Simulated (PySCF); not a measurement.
# Polarisability and C₆ of V²⁺ (vanadium, charge +2)

[Ar] 3d3, high-spin 4F determinant. Calculation: PySCF 2.14, in aug-cc-pwCVTZ; no relativity, point nucleus. Coupled (time-dependent) response in atomic units; α is the mean over directions.

```json
{"method": "BLYP", "mean α (bohr³)": "4.919", "C₆ (like pair)": "14.84", "S(−4)": "18.82"}
```

S(−4) is the Cauchy moment in α(ω) = α(0) + S(−4) ω² + …

α(iu) at BLYP:

```tsv
u (hartree)	α(iu) (bohr³)
0	4.919
0.0500	4.873
0.100	4.744
0.200	4.336
0.300	3.885
0.500	3.142
0.750	2.508
1.00	2.063
1.50	1.466
2.00	1.085
3.00	0.6534
5.00	0.3095
```

A single London oscillator, α(iu) = α/(1 + u²/ω²), gives C₆ = (3/4) ω α². Matching the computed C₆ needs ω = 4 × 14.84 / (3 × 4.919²) = 0.818 hartree.

For an ion, C₆ is the dispersion term alone; charge-induced terms of lower order in 1/R come first.
